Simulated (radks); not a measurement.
Question: Valence configurations of Zr2+ (all share [Kr]). All-electron calculation, Dirac Kohn-Sham, BLYP, spin-unpolarised, spherical densities, finite nucleus; open shells fill j = l - 1/2 first; Fermi nuclear charge, rms radius 4.2694 fm. Program: a radial shooting solver on a logarithmic mesh with Libxc functionals. Order these by energy: 4d1 5p1; 4d2; 4d0.5 5s1.5; 4d1 5s0.5 5p0.5; 4d1.5 5p0.5; 5s2; 5s1 5p1; 5p2; 4d1.5 5s0.5; 4d1 5s1.

Answer: From the lowest, in eV above it: 4d2 0.000; 4d1.5 5s0.5 0.679; 4d1 5s1 1.643; 4d1.5 5p0.5 2.864; 4d0.5 5s1.5 2.916; 4d1 5s0.5 5p0.5 3.898; 5s2 4.517; 4d1 5p1 6.171; 5s1 5p1 9.343; 5p2 14.240. NIST lists [Kr] 4d2 as the ground configuration; this level of theory agrees among the configurations tried. The energies are those of spherical spin-averaged densities, not of single terms.
